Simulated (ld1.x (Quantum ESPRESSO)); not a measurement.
# Transferability test, TM semilocal potential for Ge (Z = 32)

```json
{
  "Element": "germanium (Ge)",
  "Generator": "ld1.x (Quantum ESPRESSO) 7.5",
  "Type": "norm-conserving Troullier–Martins (semilocal form)",
  "Functional": "PBEsol",
  "Relativity": "scalar-relativistic",
  "Frozen core": "[Ar] 3d10",
  "Valence charge": "4",
  "Reference configuration": "4s2 4p2",
  "Partial waves": "4s (bound): rc 1.85 bohr; 4d channel at 0.15 Ry: rc 1.75 bohr; 4p (bound): rc 2.10 bohr",
  "Local potential": "the p channel",
  "Core correction": "none"
}
```

Energies are relative to the spin-unpolarised reference configuration 4s2 4p2; without spin polarisation the order of configurations can differ from experiment.

```json
{"valence configuration": "4s2 4p0", "charge": "+2", "ΔE all-electron (eV)": "22.902", "error AE − PS (meV)": "-28"}
{"valence configuration": "4s1 4p0", "charge": "+3", "ΔE all-electron (eV)": "57.690", "error AE − PS (meV)": "+5.0"}
{"valence configuration": "4s1 4p2", "charge": "+1", "ΔE all-electron (eV)": "16.183", "error AE − PS (meV)": "+5.0"}
{"valence configuration": "4s2 4p2.3", "charge": "-0.3", "ΔE all-electron (eV)": "-0.883", "error AE − PS (meV)": "0.0"}
{"valence configuration": "4s0 4p4", "charge": "0", "ΔE all-electron (eV)": "16.212", "error AE − PS (meV)": "+32"}
{"valence configuration": "4s2 4p1.5", "charge": "+0.5", "ΔE all-electron (eV)": "2.805", "error AE − PS (meV)": "-1.2"}
```

(1) What are ΔE and the potential's error for 4s2 4p1?

Levels in the configuration 4s1 4p0:

| level | all-electron (eV) | pseudo (eV) |
| --- | --- | --- |
| 4s | -40.387 | -40.208 |

Answers

(1) ΔE = 7.453 eV all-electron; the error (AE − PS) is -5.5 meV.

ld1.x printed “convergence not achieved” for 6 of the counted tests; their residual had stalled under 1e-8, short of the target of 1e-14.
